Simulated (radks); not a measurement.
Valence configurations of Pd (all share [Kr]). All-electron calculation, Dirac Kohn-Sham, PBE, spin-unpolarised, spherical densities, finite nucleus; open shells fill j = l - 1/2 first; Fermi nuclear charge, rms radius 4.5318 fm. Program: a radial shooting solver on a logarithmic mesh with Libxc functionals. Energies are relative to 4d10; eigenvalues in eV.

valence          E (eV)  e(4d3/2)  e(4d5/2)  e(5p1/2)  e(5p3/2)  e(5s1/2)
4d10              0.000    -4.316    -3.881         -         -         -
4d9.5 5s0.5       0.461    -5.581    -5.129         -         -    -3.828
4d9 5s1           1.316    -6.956    -6.486         -         -    -4.352
4d9 5p1           4.956    -8.689    -8.214    -1.734         -         -
4d8.5 5s0.5 5p1   6.521   -10.076    -9.584    -1.936         -    -5.994
4d8 5s1 5p1       8.557   -11.548   -11.037    -2.157         -    -6.475
4d8 5p2          12.986   -12.903   -12.388    -2.786         -         -
4d7 5s2 5p1      14.163   -14.697   -14.150    -2.634         -    -7.465
4d7.5 5s0.5 5p2  15.775   -14.415   -13.882    -3.003         -    -7.783
4d7 5p3          24.498   -17.330   -16.774    -3.840    -3.544         -

NIST lists [Kr] 4d10 as the ground configuration; this level of theory agrees among the configurations tried. The energies are those of spherical spin-averaged densities, not of single terms.
